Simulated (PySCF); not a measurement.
Si3H7OF

The system: Si3H7OF, a small molecule; neutral, singlet. The structure, one conformer, was relaxed in the gas phase by PBE0-D3(BJ)/def2-SVP. No frequency run checks that it is a minimum.

SMILES: O[Si](F)([SiH3])[SiH3]

Coordinates in Å:
```
Si1     0.561   -0.414    0.036
Si2    -0.060    1.234    1.593
Si3    -1.072   -0.992   -1.538
F4      0.924   -1.738    0.927
O5      1.900    0.039   -0.836
H6     -0.470    2.481    0.875
H7      1.097    1.557    2.487
H8     -1.203    0.758    2.430
H9     -0.584   -2.092   -2.422
H10    -1.404    0.208   -2.366
H11    -2.308   -1.439   -0.825
H12     2.658    0.371   -0.343
```

Shieldings: GIAO PBE0/pcSseg-2. Shifts are against computed references at the same level: H TMS (σ 31.24 ppm), Si TMS (σ 341.3 ppm). Core levels by delta-SCF with SCAN, pcX-2 on the ionised atom and pcseg-1 elsewhere, spin-free X2C (2p3/2 is the spin-free 2p value less a third of a first-order spin-orbit splitting); from the vacuum level, for chosen atoms.

**Question.** Give the shieldings and core levels atom by atom.

**Answer.** 
```
     atoms         bonded to  σ (ppm)  δ (ppm)  core level (eV)
       Si1  1 F + 1 O + 2 Si    313.2     28.1     2p3/2 107.83
       Si2        1 Si + 3 H    456.8   -115.5     2p3/2 106.68
       Si3        1 Si + 3 H    454.9   -113.7     2p3/2 106.66
        F4              1 Si    309.4        -        1s 691.91
        O5        1 Si + 1 H    245.0        -        1s 538.79
  H6 H7 H8              1 Si    27.79     3.45                -
H9 H10 H11              1 Si    27.73     3.51                -
       H12               1 O    28.69     2.56                -
```

Values are those of this one static structure, with the three H of a rotating XH3 group averaged; atoms that internal rotation interchanges would show their mean in an NMR spectrum.

**Question.** Which of Si1, Si2, Si3 holds its core electrons tightest, and by how much against the loosest?

**Answer.** Si1 (bonded to 1 F + 1 O + 2 Si), by 1.17 eV over Si3 (bonded to 1 Si + 3 H).

**Question.** By CAM-B3LYP/def2-SVPD (TDDFT singlets, Tamm-Dancoff triplets, ionisation by delta-SCF), where does absorption start, and what does vertical ionisation take?

**Answer.** The lowest singlet lies at 5.94 eV (f 0.081), the strongest of the first 6 at 7.52 eV (f 0.557), the lowest triplet at 5.18 eV; vertical ionisation takes 9.70 eV.
